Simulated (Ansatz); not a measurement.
Correlation energies of C$_{3}$H$_{5}$BO (`BC1OC1=C`) by basis set

Cartesian coordinates in Å:
```
B 1.016 -1.388 -0.222
C 0.062 -0.662 0.731
O 0.515 0.642 1.307
C -0.310 0.669 0.272
C -0.936 1.505 -0.527
H 0.665 -2.418 -0.717
H 2.061 -0.889 -0.505
H -0.667 -1.155 1.369
H -0.858 2.573 -0.377
H -1.549 1.123 -1.330
```

Charge 0, multiplicity 1. The geometry is a stationary point of PBE0-D4/def2-TZVP. Frozen core, restricted reference, Ansatz. CBS rows extrapolate triple and quadruple zeta; past MP2 they add the triple-zeta difference.

```json
{"basis": "def2-SVP", "HF (Eh)": "-215.78923", "MP2 corr.": "-0.65810"}
{"basis": "def2-TZVPP", "HF (Eh)": "-216.04080", "MP2 corr.": "-0.80952"}
{"basis": "def2-QZVPP", "HF (Eh)": "-216.05050", "MP2 corr.": "-0.86472"}
```

Task: Estimate the CCSD correlation energy and the (T) correction in each basis where they were run (hartree).

Result: 
| basis | CCSD corr. | (T) |
| --- | --- | --- |
| def2-SVP | -0.69950 | -0.02507 |
| def2-TZVPP | -0.83962 | -0.03846 |
| CBS(def2) | -0.93571 | as TZ |
